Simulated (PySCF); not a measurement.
# Removal energies of Lu⁶¹⁺ from EOM-IP-GCCSD

Reference: closed-shell Lu⁶¹⁺, [Ne]; one electron is removed. Calculated with PySCF 2.14, two-component X2C-1e with screened spin-orbit coupling, an even-tempered Gaussian basis (17 s from 11 bohr⁻², ratio 2.6; 13 p from 14 bohr⁻², ratio 2.6; 6 d from 14 bohr⁻², ratio 2.8; 3 f from 300 bohr⁻², ratio 2.8); frozen 1s2; the 48 highest virtual spinors dropped; of the others 52 kept and the rest restored at second order. No Breit or QED terms. Binding energies in eV.

```json
{"level": "2s1/2", "Koopmans": "15854.5", "second order": "15851.1", "EOM-CCSD": "15851.1"}
{"level": "2p1/2", "Koopmans": "15407.7", "second order": "15405.0", "EOM-CCSD": "15405.1"}
{"level": "2p3/2", "Koopmans": "14245.4", "second order": "14243.6", "EOM-CCSD": "14243.7"}
```

For comparison, the ionisation energy of Lu⁶¹⁺ is 14228 ± 12 eV (theoretical estimate listed by NIST; NIST Atomic Spectra Database, ionization energies).
